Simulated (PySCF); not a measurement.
Here is a job for PySCF.
```python
from pyscf import gto, scf, dft

mol = gto.M(
    atom='''
B    -0.05915807    0.25978543   -0.03238646
Cl   -1.56010765   -0.04865034   -0.50147387
F     0.54877182    1.65792467    0.03718656
S     1.28907331   -1.01611216    0.59505213
H     2.18687446    0.04000950    0.62751251
''',
    basis='sto-3g',
    verbose=4,
)

mf = dft.RKS(mol)
mf.xc = 'b3lyp'
mf.kernel()
g = mf.nuc_grad_method()
grad = g.kernel()
```

Task: What dipole moment does B3LYP/STO-3G, gradient (PySCF) give?

Result: 1.01 D

Task: Give the nuclear repulsion energy at the level B3LYP/STO-3G, gradient.

Result: 177.9530 Eh

Task: What total energy does B3LYP/STO-3G, gradient give?

Result: -972.5647 Eh

Task: Estimate the HOMO energy that B3LYP/STO-3G, gradient returns for this input.

Result: -4.31 eV

Task: Give the HOMO-LUMO gap at the level B3LYP/STO-3G, gradient.

Result: 6.27 eV
